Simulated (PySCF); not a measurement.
Calculation: B3LYP-D3(BJ)/def2-TZVP (PySCF 2.14.0). Gas-phase values, no solvent. B3LYP has the VWN-RPA correlation part, as in Gaussian. Excitations are Tamm–Dancoff values on a coarser integration grid. The basis has no diffuse functions, so Rydberg states are missing or too high.

Reference species (SMILES): `[F][Ge]([F])([F])[F]` (neutral, multiplicity 1).

The S1 oscillator strength comes out as 0.000, the LUMO is -2.34 eV and the HOMO–LUMO gap is 10.02 eV. The S1 excitation (TDA) is 8.49 eV.

Changed species: `[F][Ge]([F])([Cl])[Cl]` (2 of 4 F replaced by Cl; the reference has 0 of 4 F replaced by Cl).

Q: What does the change do to the S1 oscillator strength, LUMO, HOMO–LUMO gap and S1 excitation (TDA)?

A: the S1 oscillator strength rises by 0.016, to 0.016; the LUMO falls by 0.13 eV, to -2.47 eV; the HOMO–LUMO gap falls by 2.64 eV, to 7.38 eV; the S1 excitation (TDA) falls by 2.27 eV, to 6.22 eV.
